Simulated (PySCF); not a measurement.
Compound: [RuF6]3- (charge -3 and doublet state).
SMILES: `[F][Ru-3]([F])([F])([F])([F])[F]`

Level of theory: PBE0-D3(BJ)/def2-SVP geometry optimisation, gas phase, def2 core potentials past Kr in PySCF.

Take the most abundant isotopes and a rigid rotor. 

**Question.** Give the principal moments of inertia and the rotational constants in MHz.

**Answer.** Ia = 309.62, Ib = 320.25, Ic = 320.61 u·Å²; 505379 MHz·u·Å²/I gives A = 1632, B = 1578, C = 1576 MHz.

**Question.** Classify the top.

**Answer.** A prolate symmetric top, as the point group D4h requires two equal moments; the computed ones differ by 0.11 % because the geometry is symmetric only within the optimiser's tolerance; Ray's κ = -0.937.

The point group D4h allows no dipole (computed: 0.00 D (about the centre of mass, as the species is charged)), so a rigid rotor has no electric-dipole lines.

**Question.** Estimate the classical rotational partition function at 25 K, 50 K and 500 K.

**Answer.** Point group D4h, symmetry number σ = 8; q = (√π/σ)·√((kT/h)³/(ABC)), k/h = 20836.6 MHz/K: 1310 at 25 K, 3700 at 50 K, 117000 at 500 K.

For this open shell read J as N, the rotation without spin; fine and hyperfine splittings come on top. No frequency check. ⟨S²⟩ = 0.752 (exact for a doublet: 0.75). Whether so highly charged an anion holds all its electrons in the gas phase wasn't checked; a finite basis holds them in any case. No counter-ion or solvent screens the charge of this multiply charged ion. The geometry's basis has no diffuse functions, a weakness for an anion. These are rigid-rotor constants of the computed structure; measured ground-state constants (B0) also hold zero-point vibration.

On one thread of an Arm Neoverse V1 (shared host), this took 49 s. This is the geometry optimisation.

Caution for open-shell metal species: one SCF solution and one stationary point were followed, and a lower state or a bent or distorted shape isn't ruled out.
